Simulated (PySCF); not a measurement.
**Continuum solvent and chemical shifts**

Molfile (atoms numbered from 1):
```
C7H11PS
     RDKit          3D

 20 20  0  0  0  0  0  0  0  0999 V2000
    2.0845    0.9569   -0.9506 C   0  0  0  0  0  0  0  0  0  0  0  0
    2.3024   -0.3411   -0.1925 C   0  0  0  0  0  0  0  0  0  0  0  0
    0.8426   -1.0211    0.6894 P   0  0  1  0  0  5  0  0  0  0  0  0
    1.2101   -2.6606    1.6744 S   0  0  0  0  0  0  0  0  0  0  0  0
    0.1069    0.3643    1.6098 C   0  0  0  0  0  0  0  0  0  0  0  0
   -1.0575    0.7091    1.0357 C   0  0  0  0  0  0  0  0  0  0  0  0
   -1.4332   -0.0777   -0.1670 C   0  0  0  0  0  0  0  0  0  0  0  0
   -2.7192    0.1953   -0.8709 C   0  0  0  0  0  0  0  0  0  0  0  0
   -0.5276   -1.0230   -0.4948 C   0  0  0  0  0  0  0  0  0  0  0  0
    1.2984    0.8505   -1.7131 H   0  0  0  0  0  0  0  0  0  0  0  0
    1.7857    1.7734   -0.2770 H   0  0  0  0  0  0  0  0  0  0  0  0
    3.0093    1.2643   -1.4620 H   0  0  0  0  0  0  0  0  0  0  0  0
    2.6291   -1.1614   -0.8533 H   0  0  0  0  0  0  0  0  0  0  0  0
    3.0783   -0.2511    0.5855 H   0  0  0  0  0  0  0  0  0  0  0  0
    0.5357    0.8013    2.5123 H   0  0  0  0  0  0  0  0  0  0  0  0
   -1.7184    1.4943    1.4167 H   0  0  0  0  0  0  0  0  0  0  0  0
   -3.5697    0.0775   -0.1793 H   0  0  0  0  0  0  0  0  0  0  0  0
   -2.8687   -0.4802   -1.7233 H   0  0  0  0  0  0  0  0  0  0  0  0
   -2.7497    1.2348   -1.2376 H   0  0  0  0  0  0  0  0  0  0  0  0
   -0.6206   -1.7311   -1.3191 H   0  0  0  0  0  0  0  0  0  0  0  0
  1  2  1  0
  3  2  1  6
  3  4  2  0
  3  5  1  0
  5  6  2  0
  6  7  1  0
  7  8  1  0
  7  9  2  0
  9  3  1  0
  1 10  1  0
  1 11  1  0
  1 12  1  0
  2 13  1  0
  2 14  1  0
  5 15  1  0
  6 16  1  0
  8 17  1  0
  8 18  1  0
  8 19  1  0
  9 20  1  0
M  END
```

GIAO PBE0/pcSseg-1 in PySCF on one PBE0-D3(BJ)/def2-SVP conformer, non-relativistic, equivalent nuclei averaged. Solvents enter as an IEF-PCM continuum (cyclohexane with ε = 2.0, dimethylsulfoxide with ε = 46.8) around the gas-phase geometry. Shifts are referred to TMS, CS2 computed in the same medium.

Gas phase, δ in ppm: C7 158.5, C6 149.7, C5 141.7, C9 132.0, C2 32.9, C8 21.2, C1 7.2, S4 -302.7, H16 6.64, H15 6.06, H20 5.60, H17/H18/H19 2.08, H13 1.87, H14 1.85. Dipole moment 5.42 D.

Question: How does each δ change in the continuum?

Answer: 
```csv
atoms,environment,"Δδ, cyclohexane","Δδ, dimethylsulfoxide"
C7,fully substituted alkene carbon,+2.4,+6.3
C6,alkene CH,+2.0,+5.4
C5,alkene CH,-0.1,-0.5
C9,alkene CH,-0.4,-1.3
C2,sp3 CH2 bonded to P,-0.2,-0.1
C8,allylic methyl carbon,+0.3,+0.9
C1,methyl carbon,+0.2,+0.6
S4,sulfur bonded to P,-10.6,-25.6
H16,hydrogen on an alkene CH,+0.15,+0.41
H15,hydrogen on an alkene CH,+0.09,+0.22
H20,hydrogen on an alkene CH,+0.08,+0.19
H17/H18/H19,hydrogen on an allylic methyl carbon,+0.06,+0.16
H13,hydrogen on an sp3 CH2 bonded to P,+0.08,+0.19
H14,hydrogen on an sp3 CH2 bonded to P,+0.07,+0.17
```

Changes are relative to the gas phase. The dipole moment becomes 6.31 D in cyclohexane, 7.75 D in dimethylsulfoxide.

Question: Which nuclei move most (in ppm), and what does the model miss?

Answer: S4 (sulfur bonded to P, -25.6 ppm) in dimethylsulfoxide. A continuum only polarises the solute; specific hydrogen bonds, the anisotropy of aromatic solvents and changes of geometry or conformer are outside it.
